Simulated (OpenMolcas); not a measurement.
## Cl+: effect of the IPEA shift

```
Program             : OpenMolcas 26.06
Basis               : ANO-R1 [4s3p1d]
Scalar Hamiltonian  : X2C, finite nucleus
Active space        : 4 electrons in 3 orbitals (3p)
State averaging     : 2S+1 = 3 even, 3 roots; 2S+1 = 1 even, 6 roots
Spin-orbit coupling : RASSI with atomic mean-field integrals over the reference wave functions, term energies averaged over their components
```

Methods on the same reference wave functions:
A. CASSCF
B. SS-CASPT2, IPEA 0.25 Eh, imaginary shift 0.1 Eh (closed shells correlated: 2s 2p 3s)
C. SS-CASPT2, IPEA 0.5 Eh, imaginary shift 0.1 Eh (closed shells correlated: 2s 2p 3s)

Energies in cm-1 above 3s2 3p4 3P2, the measured ground level; measured values from NIST Handbook of Basic Atomic Spectroscopic Data.

| Level | A | B | C | Measured |
| --- | --- | --- | --- | --- |
| 3s2 3p4 3P2 | 0.0 | 0.0 | 0.0 | 0.0 |
| 3s2 3p4 3P1 | 666 | 668 | 668 | 696 |
| 3s2 3p4 3P0 | 967 | 965 | 965 | 996 |
| 3s2 3p4 1D2 | 14350 | 13010 | 12760 | 11654 |
| 3s2 3p4 1S0 | 35272 | 30250 | 30250 | 27878 |

Deviations, from unrounded energies. A percentage is the sum of absolute deviations over the sum of measured energies, with the sign that they share, or ± where signs differ.

| Against measurement | Levels | A | B | C |
| --- | --- | --- | --- | --- |
| mean absolute deviation (cm-1) | 4 | 2500 | 950 | 880 |
| fine structure of the ground term (%) | 2 | -3.5 | -3.6 | -3.5 |
| other terms of the ground configuration (%) | 2 | +25.5 | +9.4 | +8.8 |

C lies closest to measurement on these levels and A furthest from it. The largest miss of C in the table is 3s2 3p4 1S0, by +2400 cm-1. The ranking rests on the paired levels alone, and a cruder setting can come out closer through cancelling errors.

Between B and C the level of the table that moves most is 3s2 3p4 1D2, by 250 cm-1 (lowest in C, highest in B). Moves below CASPT2's spread within the term are not significant.

The mean deviations of B to C differ by less than CASPT2's widest spread within a term (230 cm-1), so their order carries little weight.

From A to B the spin-free energies of the other terms of 3s2 3p4 shown, above 3P, scale by factors of 0.86 to 0.90.

The lowest spin-free term lies below A's lowest term by 0.104 hartree in B, 0.098 hartree in C.

CASPT2 breaks the degeneracy within a term, and the mean is taken; among the terms shown or strongly mixed into the levels shown the widest spread is 230 cm-1 (3s2 3p4 1D, C). With the s shell closed, the reference lacks s² → p² mixing. Without dynamic correlation excited terms often stand tens of per cent too high (terms of higher spin than the ground term too low), and those without a measured partner can miss by more than the paired ones (holds for A). Computed and measured levels are paired by configuration, term and J; levels that our copy of the source lacks, or whose pairing is in doubt (as where it misses far off the trend of its configuration), stay unpaired and out of the deviations. Levels of configurations outside the active space are missing.
